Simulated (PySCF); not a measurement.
Working out the ionisation energy of Ag⁺

Ag⁺ [Kr] 4d10 (1S) → Ag²⁺ [Kr] 4d9 (2D). All numbers are calculated (PySCF 2.14, a scalar-relativistic core potential, in def2-SVP with the def2 core potential (28 electrons) (5s3p2d1f, 31 functions)). Frozen: 4s2 4p6. Energies in hartree (1 hartree = 27.21139 eV):

```tsv
part	Ag⁺ (lower)	Ag²⁺ (upper)
UHF	-145.850434	-145.120613
MP2 opposite-spin	-0.127024	-0.097327
MP2 same-spin	-0.079077	-0.062014
```

Q: What does Hartree-Fock give?

A: (-145.120613) − (-145.850434) = 0.729821 hartree = 19.859 eV.

Q: What do MP2 and SCS-MP2 (6/5 opposite-spin, 1/3 same-spin) give?

A: The opposite-spin parts differ by 0.808 eV and the same-spin parts by 0.464 eV. MP2: 19.859 + (0.808) + (0.464) = 21.131 eV. SCS-MP2: 19.859 + 1.2 × (0.808) + (0.464)/3 = 20.983 eV.

Reference: 21.484 eV (measured; NIST Atomic Spectra Database, ionization energies), between the lowest levels; spin-orbit coupling is absent from the calculation.

A double-zeta basis recovers only part of the correlation energy.

What remains against the reference includes basis incompleteness, the frozen core and correlation beyond second order.
